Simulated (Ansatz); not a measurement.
Geometry optimisation, Ansatz 0.2.0, RHF/cc-pVDZ.

Input:

```yaml
crystal:
  periodic: [false, false, false]
  atoms:
    - { symbol: Si, position_ang: [0.40764, -0.380413, -0.320445] }
    - { symbol: O, position_ang: [-0.724955, -0.815865, 2.290018] }
    - { symbol: H, position_ang: [-1.180187, -0.013544, 2.505615] }
    - { symbol: F, position_ang: [1.256509, -0.055962, -1.650033] }
    - { symbol: F, position_ang: [0.104577, 1.05773, 0.331114] }
    - { symbol: F, position_ang: [-0.988319, -1.005755, -0.79436] }
    - { symbol: "N", position_ang: [1.403188, -1.419057, 0.699529] }
    - { symbol: H, position_ang: [0.912571, -2.197377, 1.103348] }
    - { symbol: H, position_ang: [2.245134, -1.73416, 0.249829] }
    - { symbol: H, position_ang: [0.213043, -0.637096, 2.464784] }
basis:
  gaussian: { orbitals: cc-pVDZ }
hamiltonian:
  xc: hf
relax:
  f_tol: 0.03
  max_steps: 50
output:
  orbitals: {}
```

Run as:

```bash
$ ansatz run input.yaml --threads 2 --pin off --max-ram 3072MiB --backend cpu --events-out ev --progress --plain --runs-dir out
```

Question: Where does it end, and by what steps?

Answer: It converged. After 15 steps the energy has fallen by 0.292 eV; H10 moved furthest, 1.01 Å.

```tsv
step	energy less start (eV)	largest force component (eV/Å)	accepted
0	0.0000	1.292	yes
1	-0.0780	1.291	yes
2	-0.0788	1.083	yes
3	-0.1082	1.806	yes
4	-0.1996	0.410	yes
5	-0.2336	0.242	yes
6	-0.2564	0.119	yes
7	-0.2333	1.431	no
8	-0.2711	0.150	yes
9	-0.2787	0.372	yes
10	-0.2827	0.525	yes
11	-0.2849	0.442	yes
12	-0.2855	0.230	yes
13	-0.2661	0.522	no
14	-0.2917	0.048	yes
15	-0.2919	0.019	yes
```

```xyz
10
Properties=species:S:1:pos:R:3
Si 0.515 -0.367 -0.209
O -0.502 -0.755 2.311
H -1.420 -0.847 2.092
F 1.063 -0.091 -1.701
F 0.589 1.064 0.533
F -1.062 -0.658 -0.398
N 1.463 -1.593 0.422
H 1.288 -2.002 1.315
H 2.131 -2.074 -0.146
H -0.416 0.122 2.660
```

The run took 13 s on 2 threads of AMD EPYC 9R45 96-Core Processor (Zen 5) (shared host), peak memory 0.25 GiB.
